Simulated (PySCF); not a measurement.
**Ionisation energy of Ti(3+) by level of theory**

Ti(3+) [Ar] 3d1 [3d3/2^1, M_J = 3/2] → Ti(4+) [Ar], as a difference of total energies. Calculation: PySCF 2.14, in x2c-TZVPPall-2c (6s7p4d2f1g, 70 functions); the two-component X2C-1e Hamiltonian. Correlated levels: [Ne] frozen. "Screened" scales the spin-orbit matrix elements by Boettger's factors to mimic the two-electron term; Breit and QED terms are absent.

| method | ionisation energy (eV) |
| --- | --- |
| GHF (spin-free) | 42.266 |
| GMP2 (spin-free) | 42.634 |
| GHF (screened spin-orbit) | 42.291 |
| GMP2 (screened spin-orbit) | 42.666 |

Question: How much does correlation contribute at GMP2 (screened spin-orbit)?

Answer: 42.666 − (42.291) = 0.375 eV, measured against GHF (screened spin-orbit).

Errors of the correlated levels include the incompleteness of this basis and the frozen core.

For comparison: 43.267 eV (measured; NIST Atomic Spectra Database, ionization energies).
